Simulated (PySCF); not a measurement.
# Computed data sheet: MoSeBr4, `[Se]=[Mo]([Br])([Br])([Br])[Br]`

Species: MoSeBr4 (singlet state).
Geometry (PBE0-D3(BJ)/def2-SVP, Å), atoms numbered from 1 in this order:
```xyz
6
Br4MoSe angstrom
Mo     0.0106   -0.0158    0.0271
Se    -0.0046   -0.0227    2.2211
Br     2.3870   -0.0167   -0.5578
Br     0.0160    2.3538   -0.5775
Br    -2.3570   -0.0124   -0.5900
Br     0.0111   -2.3822   -0.5921
```

PBE0-D3(BJ)/def2-SVP geometry optimisation, gas phase, def2 core potentials past Kr (PySCF):

```yaml
Point_group: C4v
Rotational_constants_A_B_C: 0.365, 0.364, 0.285 GHz
```

PBE0/def2-SVPD ground state, ΔSCF and vertical TDDFT (core frozen in the response) (PySCF):

```yaml
Dipole_moment: 1.97 D
HOMO_energy: -7.80 eV
LUMO_energy: -5.21 eV
HOMO–LUMO_gap: 2.59 eV
Lowest_singlet_excitation: 1.63 eV (759 nm, f = 0.000)
Strongest_line_among_the_10_lowest_singlet_transitions: S7/S8 at 2.30 eV (538 nm, f = 0.056 summed over these states)
Lowest_triplet_excitation_Tamm–Dancoff: 1.07 eV
Static_isotropic_polarisability: 173.2 au
Vertical_ionisation_energy: 9.42 eV
Vertical_electron_affinity: 4.07 eV
```

Monoisotopic mass from the formula: 493.4953 u.

The rotational constants are those of an oblate symmetric top; the small spread among constants that symmetry makes equal is optimisation noise. From the two ΔSCF values, the fundamental gap I − A is 5.35 eV and the Mulliken electronegativity (I + A)/2 is 6.75 eV. With B = h/(8π²I), that is 505.379 GHz u Å² over I, the principal moments of inertia are 1385.4, 1388.4 and 1773.2 u Å² (most abundant isotopes); the inertial defect Ic − Ia − Ib is -1000.6 u Å² (zero for a rigid planar frame, negative otherwise). S1 lies 0.96 eV below the HOMO–LUMO gap; its leading configuration is HOMO→LUMO, weight 0.96.

Atoms past krypton carry effective core potentials; spin–orbit coupling is left out.
